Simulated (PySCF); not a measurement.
# Atomic charges against the basis set

BF₂H₃Si.
Cartesian coordinates in Å at the PBE0-D3(BJ)/def2-SVP level; atoms count from 1:
```xyz
7
BF2H3Si angstrom
F      1.6865   -1.3110    0.3892
B      1.1786   -0.1338    0.0748
F      2.0448    0.8367   -0.1427
Si    -0.8366    0.1150   -0.0647
H     -1.4889   -0.3669    1.1913
H     -1.2026    1.5430   -0.2977
H     -1.3474   -0.7139   -1.2010
```

PBE0 throughout (PySCF), one geometry, spherical d and f functions. Isolated species at its PBE0-D3(BJ)/def2-SVP geometry, gas phase. Atoms taken as equivalent share a column and are averaged.

Mulliken charges (e):

```csv
basis,functions,F1/F3,B2,Si4,H5/H6/H7
STO-3G,27,-0.115,+0.198,+0.389,-0.119
6-31G,46,-0.291,+0.508,+0.305,-0.077
pcSseg-0,46,-0.300,+0.571,+0.063,-0.011
6-31G*,66,-0.247,+0.503,+0.127,-0.045
cc-pVDZ,75,-0.088,+0.250,+0.002,-0.025
def2-SVP,75,-0.092,+0.245,+0.080,-0.047
pcSseg-1,90,-0.279,+0.526,+0.206,-0.058
aug-cc-pVDZ,123,-0.384,+0.964,-0.907,+0.237
"6-311+G(2d,p)",134,-0.304,+0.564,+0.169,-0.042
def2-TZVP,148,-0.218,+0.480,-0.026,-0.006
cc-pVTZ,166,-0.163,+0.393,-0.026,-0.014
IGLO-III,179,-0.333,+0.585,+0.508,-0.142
```

IAO charges (e):

```
        basis  functions   F1/F3      B2     Si4  H5/H6/H7
       STO-3G         27  -0.153  +0.213  +0.468    -0.125
        6-31G         46  -0.283  +0.486  +0.236    -0.052
     pcSseg-0         46  -0.266  +0.476  +0.173    -0.039
       6-31G*         66  -0.297  +0.513  +0.346    -0.088
      cc-pVDZ         75  -0.293  +0.502  +0.341    -0.086
     def2-SVP         75  -0.291  +0.502  +0.350    -0.090
     pcSseg-1         90  -0.300  +0.507  +0.362    -0.090
  aug-cc-pVDZ        123  -0.303  +0.514  +0.346    -0.085
6-311+G(2d,p)        134  -0.306  +0.516  +0.373    -0.092
    def2-TZVP        148  -0.308  +0.522  +0.377    -0.095
      cc-pVTZ        166  -0.306  +0.524  +0.361    -0.091
     IGLO-III        179  -0.308  +0.520  +0.379    -0.094
```

Hirshfeld charges (e):

```tsv
basis	functions	F1/F3	B2	Si4	H5/H6/H7
STO-3G	27	-0.059	+0.128	+0.243	-0.085
6-31G	46	-0.125	+0.216	+0.211	-0.059
pcSseg-0	46	-0.127	+0.222	+0.222	-0.063
6-31G*	66	-0.120	+0.218	+0.218	-0.065
cc-pVDZ	75	-0.117	+0.204	+0.232	-0.067
def2-SVP	75	-0.125	+0.219	+0.237	-0.069
pcSseg-1	90	-0.136	+0.238	+0.237	-0.067
aug-cc-pVDZ	123	-0.136	+0.232	+0.237	-0.066
6-311+G(2d,p)	134	-0.142	+0.243	+0.242	-0.067
def2-TZVP	148	-0.138	+0.239	+0.235	-0.066
cc-pVTZ	166	-0.134	+0.235	+0.231	-0.066
IGLO-III	179	-0.142	+0.243	+0.233	-0.064
```

ESP-fitted charges (e):

| basis | functions | F1/F3 | B2 | Si4 | H5/H6/H7 |
| --- | --- | --- | --- | --- | --- |
| STO-3G | 27 | -0.137 | +0.375 | +0.003 | -0.035 |
| 6-31G | 46 | -0.300 | +0.687 | -0.053 | -0.012 |
| pcSseg-0 | 46 | -0.308 | +0.739 | -0.108 | -0.005 |
| 6-31G* | 66 | -0.225 | +0.521 | +0.009 | -0.027 |
| cc-pVDZ | 75 | -0.231 | +0.526 | -0.004 | -0.020 |
| def2-SVP | 75 | -0.247 | +0.571 | -0.001 | -0.025 |
| pcSseg-1 | 90 | -0.264 | +0.591 | +0.040 | -0.034 |
| aug-cc-pVDZ | 123 | -0.242 | +0.540 | -0.008 | -0.016 |
| 6-311+G(2d,p) | 134 | -0.258 | +0.583 | -0.027 | -0.013 |
| def2-TZVP | 148 | -0.255 | +0.581 | -0.026 | -0.015 |
| cc-pVTZ | 166 | -0.246 | +0.559 | -0.008 | -0.019 |
| IGLO-III | 179 | -0.251 | +0.565 | -0.013 | -0.017 |

Some averages cover members that differ in this geometry, most widely: F1/F3, Mulliken in 6-311+G(2d,p) -0.321 to -0.286 e.

Task: Which scheme is steadiest as the basis changes?

Result: Largest range over the bases for any column: Hirshfeld 0.12 e, IAO 0.31 e, ESP-fitted 0.36 e, Mulliken 1.42 e. Hirshfeld charges move least and Mulliken charges most, counted in e. Without the minimal STO-3G basis the ranges are Hirshfeld 0.04, IAO 0.21, ESP-fitted 0.22, Mulliken 1.42 e.

Task: How much do the charges still move between the two largest bases, cc-pVTZ and IGLO-III?

Result: At most, over all atoms: Mulliken 0.534 e, IAO 0.018 e, Hirshfeld 0.008 e, ESP-fitted 0.006 e.

Task: What do the same runs give for the total energy, the frontier levels and the dipole moment?

Result: 
```csv
basis,energy (Eh),HOMO (eV),LUMO (eV),μ (D)
STO-3G,-509.0665,-5.35,3.55,0.31
6-31G,-515.4746,-9.20,-0.95,1.07
pcSseg-0,-514.7172,-9.49,-1.16,0.82
6-31G*,-515.5553,-8.91,-0.73,0.60
cc-pVDZ,-515.5863,-9.02,-0.97,0.74
def2-SVP,-515.3177,-9.09,-1.03,0.71
pcSseg-1,-515.5568,-9.21,-1.12,0.89
aug-cc-pVDZ,-515.6026,-9.17,-1.20,0.94
"6-311+G(2d,p)",-515.6678,-9.21,-1.25,0.99
def2-TZVP,-515.6919,-9.15,-1.19,0.89
cc-pVTZ,-515.6822,-9.13,-1.14,0.85
IGLO-III,-515.6966,-9.17,-1.21,0.94
```

The dipole is fixed by the density alone, so its range of 0.76 D shows that the density itself changes with the basis, not only its division among atoms.
